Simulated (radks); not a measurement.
Q: All-electron atom: Dy63+ in [He] 2s1 (the NIST ground configuration). All-electron calculation, scalar-relativistic Kohn-Sham, PBEsol, spin-polarised, spherical densities, finite nucleus; open shells are filled with parallel spins first (spin-orbit coupling, left out, can overturn this in heavy ions); Fermi nuclear charge, rms radius 5.2218 fm. Program: a radial shooting solver on a logarithmic mesh with Libxc functionals. Some entries of the table are withheld. Estimate them.

orbital,occ.,eigenvalue (eV),<1/r> (bohr^-1),<r^2> (bohr^2)
1s up,1,(1),74.79,0.0006033
1s down,1,(2),74.78,0.0006031
2s up,1,(3),(4),0.008545

A: 
(1) 1s up eigenvalue (eV): -61064.69
(2) 1s down eigenvalue (eV): -61043.01
(3) 2s up eigenvalue (eV): -15141.41
(4) 2s up <1/r> (bohr^-1): 18.36
